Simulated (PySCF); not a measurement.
C₈H₁₁F₂ (doublet state).
SMILES with atom numbers: `[F:1][CH:2]([F:3])[C@@H:4]1[CH2:5][C@@H:6]2[CH:7][CH2:8][C@H:9]1[CH2:10]2` (hydrogens: H11 on C2; H12 on C4; H13, H14 on C5; H15 on C6; H16 on C7; H17, H18 on C8; H19 on C9; H20, H21 on C10)

The calculation used PySCF 2.14.0, PBE0-D3(BJ)/def2-SVP geometry optimisation, gas phase.

**Question.** Give the optimised bond lengths and angles.

**Answer.** 
```
   bond  length (Å)   order
  F1–C2       1.355  single
  C2–F3       1.355  single
  C2–C4       1.505  single
  C4–C5       1.552  single
  C5–C6       1.549  single
  C6–C7       1.498  single
  C7–C8       1.499  single
  C8–C9       1.540  single
 C9–C10       1.534  single
  C4–C9       1.545  single
 C6–C10       1.539  single
 C2–H11       1.105  single
 C4–H12       1.102  single
 C5–H13       1.101  single
 C5–H14       1.101  single
 C6–H15       1.099  single
 C7–H16       1.091  single
 C8–H17       1.103  single
 C8–H18       1.108  single
 C9–H19       1.098  single
C10–H20       1.101  single
C10–H21       1.100  single
```

Orders are formal, as drawn. A selection of angles:
```
    angle  degrees
 F1–C2–F3    107.5
 F1–C2–C4    109.8
 F3–C2–C4    110.5
 C2–C4–C5    113.1
 C2–C4–C9    115.4
 C5–C4–C9    103.8
 C4–C5–C6    102.6
 C5–C6–C7    107.0
C5–C6–C10    100.6
C7–C6–C10    100.9
 C6–C7–C8    107.6
 C7–C8–C9    101.2
C8–C9–C10    100.9
 C4–C9–C8    110.2
C4–C9–C10    100.5
C6–C10–C9     94.5
```

Dihedral angles: F1–C2–C4–C5 -68° (synclinal); C2–C4–C5–C6 -125° (anticlinal); C4–C5–C6–C7 68° (synclinal); C5–C6–C7–C8 -74° (synclinal); C6–C7–C8–C9 5° (synperiplanar); C7–C8–C9–C10 -39° (synclinal); C8–C9–C10–C6 56° (synclinal); C2–C4–C9–C8 54° (synclinal); C5–C6–C10–C9 58° (synclinal).

The 9 C–C bonds span 1.498 Å (C6–C7, drawn single) to 1.552 Å (C4–C5, drawn single), a spread of 0.054 Å. Of the pairs four or more bonds apart, H11···H17 is among the closest relative to their van der Waals radii: 2.20 Å, 92 % of the sum of Bondi's values. The 5-membered ring C6–C7–C8–C9–C10 has internal angles of 94.5° to 107.6° (sum 505°, against 540° for a flat polygon); it is puckered, 0.26 Å rms from its mean plane, widest ring torsion 56°. The 5-membered ring C4–C5–C6–C10–C9 has internal angles of 94.5° to 103.8°; it is puckered, 0.27 Å rms from its mean plane, widest ring torsion 58°. C7 (carbon bonded to 2 C and H) is almost planar (angles 125.5°, 125.1° and 107.6°, sum 358.3°, 0.10 Å off the plane of its three neighbours).

Point group: C1 (no symmetry element, even within 0.4 Å). No PBE0-D3(BJ)/def2-SVP frequencies stand behind this structure, so it isn't proved a minimum. ⟨S²⟩ = 0.755 (exact for a doublet: 0.75).

The run took 3.0 min wall on one thread, x86-64 server, on a shared host. This is the geometry optimisation.

One conformer stands for the species.
